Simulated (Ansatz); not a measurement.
Harmonic frequencies (cm⁻¹) at PBE0-D4/def2-TZVP from Ansatz: 175, 180, 368, 720, 962, 963, 1339, 1450, 1476, 3055, 3138, 3164.

(1) Which molecule is it?
A. `C[S][Au]`
B. `[NH3+][Au-][Br]`
C. `[NH3+][Au-][F]`
D. `[NH3+][Au-][Cl]`

## Answers

(1) A.
